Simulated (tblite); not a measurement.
C5H8ClFO2.
Numbering: `[CH2:1]=[C:2]([O:3][CH2:4][O:5][CH3:6])[C@H:7]([F:8])[Cl:9]` (hydrogens: H10, H11 on C1; H12, H13 on C4; H14, H15, H16 on C6; H17 on C7)

Computed geometry: GFN2-xTB, gas phase.

Question: List the bond lengths, angles and torsions at this level.

Answer: 
```
                  bond  length (Å)
                 C1=C2       1.327
                 C2–O3       1.357
                 O3–C4       1.419
                 C4–O5       1.372
                 O5–C6       1.418
                 C2–C7       1.506
                 C7–F8       1.353
                C7–Cl9       1.793
                C1–H10       1.073
                C1–H11       1.074
                C4–H12       1.099
                C4–H13       1.108
C6–H14, C6–H15, C6–H16       1.092
                C7–H17       1.095
```

Bonds in one row agree within 0.01 Å and their mean is given. A selection of angles:
```
    angle  degrees
 C1–C2–O3    128.3
 C1–C2–C7    122.6
 O3–C2–C7    109.1
 C2–O3–C4    118.2
 O3–C4–O5    109.5
 C4–O5–C6    114.2
 C2–C7–F8    112.1
C2–C7–Cl9    109.2
F8–C7–Cl9    108.0
```

Torsions: C1–C2–O3–C4 6° (synperiplanar); C2–O3–C4–O5 175° (antiperiplanar); O3–C4–O5–C6 -68° (synclinal); C1–C2–C7–F8 24° (synperiplanar).

The C–C distances run from 1.327 Å (C1=C2, drawn double) to 1.506 Å (C2–C7, drawn single), a spread of 0.179 Å. Of the pairs four or more bonds apart, C4···H10 is among the closest relative to their van der Waals radii: 2.64 Å, 91 % of the sum of Bondi's values. The C–O distances run from 1.357 Å (C2–O3, drawn single) to 1.419 Å (O3–C4, drawn single), a spread of 0.062 Å. O3 (ether oxygen) is bent (angle 118.2°).

Point group: C1 (no symmetry element, even within 0.4 Å). Its GFN2-xTB frequencies are all real (lowest 23 cm⁻¹). One conformer, not necessarily the lowest. 3 starts were optimised and ended at 0.00, 4.29 and 4.86 kcal/mol (GFN2-xTB); the lowest of these is shown.
